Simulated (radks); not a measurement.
The numbers below are computed, except where a source is named.
Problem. Ionisation of Nb, [Kr] 4d4 5s1, to Nb+, [Kr] 4d4, under several functionals. Dirac Kohn-Sham, spin-unpolarised, spherical densities, finite nucleus; open shells fill j = l - 1/2 first; a radial shooting solver on a logarithmic mesh with Libxc functionals. Known Delta-SCF values: Wu-Cohen GGA 6.605 eV; BP86 6.802 eV; LDA (Slater exchange, Perdew-Zunger correlation) 6.887 eV. What does LDA (Slater exchange, Perdew-Wang correlation) give, and what is its highest occupied eigenvalue?

Solution. 6.879 eV by Delta-SCF; the 4d3/2 eigenvalue is -3.229 eV. NIST: 6.759 eV (measured).

Beside tabulated values, note that spin-unpolarised runs miss the spin-polarisation part of the exchange energy of open shells.
